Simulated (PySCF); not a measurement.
Isomers of C7H8F2O.

All values: PBE0/pcSseg-1 (PySCF) at GFN2-xTB geometries, gas phase, one conformer each.

Question: Rank by dipole moment, highest first.
A. `[F:1][CH:2]([F:3])[O:4][CH2:5][C:6]1=[CH:7][CH:8]=[CH:9][CH2:10]1` with F1–C2–O4–C5 -59°, C2–O4–C5–C6 180°, O4–C5–C6–C7 0°
B. `[CH2:1]=[CH:2][C@@:3]1([C:4](=[O:5])[F:6])[CH2:7][CH2:8][C@@H:9]1[F:10]` with C1–C2–C3–C4 87°, C2–C3–C4–O5 122°, C2–C3–C7–C8 132°, C3–C7–C8–C9 -12°, C7–C8–C9–F10 131°, C2–C3–C9–C8 -132°
C. `[F:1][CH:2]([F:3])[O:4][C@@:5]12[CH2:6][CH:7]=[CH:8][C@@H:9]1[CH2:10]2` with F1–C2–O4–C5 -84°, C2–O4–C5–C6 80°

Answer: B (3.92 D), C (3.07 D), A (1.29 D).

Question: Rank by HOMO energy, lowest first.
A. `[F:1][CH:2]([F:3])[O:4][CH2:5][C:6]1=[CH:7][CH:8]=[CH:9][CH2:10]1` with F1–C2–O4–C5 -59°, C2–O4–C5–C6 180°, O4–C5–C6–C7 0°
B. `[F:1][CH:2]([F:3])[O:4][C@@:5]12[CH2:6][CH:7]=[CH:8][C@@H:9]1[CH2:10]2` with F1–C2–O4–C5 -84°, C2–O4–C5–C6 80°
C. `[CH3:1][C:2]1=[CH:3][CH:4]=[CH:5][C@H:6]1[O:7][CH:8]([F:9])[F:10]` with C5–C6–O7–C8 -74°, C6–O7–C8–F9 -162°
D. `[CH2:1]=[CH:2][C@@:3]1([C:4](=[O:5])[F:6])[CH2:7][CH2:8][C@@H:9]1[F:10]` with C1–C2–C3–C4 87°, C2–C3–C4–O5 122°, C2–C3–C7–C8 132°, C3–C7–C8–C9 -12°, C7–C8–C9–F10 131°, C2–C3–C9–C8 -132°

Answer: D (-7.96 eV), B (-7.16 eV), C (-6.54 eV), A (-6.37 eV).

Question: Rank by LUMO energy, highest first.
A. `[F:1][CH:2]([F:3])[O:4][C@@:5]12[CH2:6][CH:7]=[CH:8][C@@H:9]1[CH2:10]2` with F1–C2–O4–C5 -84°, C2–O4–C5–C6 80°
B. `[F:1][CH:2]([F:3])[O:4][CH2:5][C:6]1=[CH:7][CH:8]=[CH:9][CH2:10]1` with F1–C2–O4–C5 -59°, C2–O4–C5–C6 180°, O4–C5–C6–C7 0°
C. `[CH3:1][C:2]1=[CH:3][CH:4]=[CH:5][C@H:6]1[O:7][CH:8]([F:9])[F:10]` with C5–C6–O7–C8 -74°, C6–O7–C8–F9 -162°
D. `[CH2:1]=[CH:2][C@@:3]1([C:4](=[O:5])[F:6])[CH2:7][CH2:8][C@@H:9]1[F:10]` with C1–C2–C3–C4 87°, C2–C3–C4–O5 122°, C2–C3–C7–C8 132°, C3–C7–C8–C9 -12°, C7–C8–C9–F10 131°, C2–C3–C9–C8 -132°

Answer: A (0.05 eV), B (-0.68 eV), D (-0.97 eV), C (-1.24 eV).

All values together:

```json
{"SMILES": "C=C[C@@]1(C(=O)F)CC[C@@H]1F", "μ (D)": "3.92", "HOMO (eV)": "-7.96", "LUMO (eV)": "-0.97", "lowest IAO charge (e)": "-0.381 (O)", "highest IAO charge (e)": "+0.619 (C)", "lowest Hirshfeld charge (e)": "-0.214 (O)", "highest Hirshfeld charge (e)": "+0.238 (C)"}
{"SMILES": "FC(F)O[C@@]12CC=C[C@@H]1C2", "μ (D)": "3.07", "HOMO (eV)": "-7.16", "LUMO (eV)": "0.05", "lowest IAO charge (e)": "-0.350 (O)", "highest IAO charge (e)": "+0.611 (C)", "lowest Hirshfeld charge (e)": "-0.131 (O)", "highest Hirshfeld charge (e)": "+0.201 (C)"}
{"SMILES": "FC(F)OCC1=CC=CC1", "μ (D)": "1.29", "HOMO (eV)": "-6.37", "LUMO (eV)": "-0.68", "lowest IAO charge (e)": "-0.360 (O)", "highest IAO charge (e)": "+0.594 (C)", "lowest Hirshfeld charge (e)": "-0.120 (O)", "highest Hirshfeld charge (e)": "+0.205 (C)"}
{"SMILES": "CC1=CC=C[C@H]1OC(F)F", "μ (D)": "3.07", "HOMO (eV)": "-6.54", "LUMO (eV)": "-1.24", "lowest IAO charge (e)": "-0.430 (C)", "highest IAO charge (e)": "+0.612 (C)", "lowest Hirshfeld charge (e)": "-0.126 (O)", "highest Hirshfeld charge (e)": "+0.202 (C)"}
```

Conformers: `[CH2:1]=[CH:2][C@@:3]1([C:4](=[O:5])[F:6])[CH2:7][CH2:8][C@@H:9]1[F:10]` with C1–C2–C3–C4 87°, C2–C3–C4–O5 122°, C2–C3–C7–C8 132°, C3–C7–C8–C9 -12°, C7–C8–C9–F10 131°, C2–C3–C9–C8 -132°; `[F:1][CH:2]([F:3])[O:4][C@@:5]12[CH2:6][CH:7]=[CH:8][C@@H:9]1[CH2:10]2` with F1–C2–O4–C5 -84°, C2–O4–C5–C6 80°; `[F:1][CH:2]([F:3])[O:4][CH2:5][C:6]1=[CH:7][CH:8]=[CH:9][CH2:10]1` with F1–C2–O4–C5 -59°, C2–O4–C5–C6 180°, O4–C5–C6–C7 0°; `[CH3:1][C:2]1=[CH:3][CH:4]=[CH:5][C@H:6]1[O:7][CH:8]([F:9])[F:10]` with C5–C6–O7–C8 -74°, C6–O7–C8–F9 -162°.
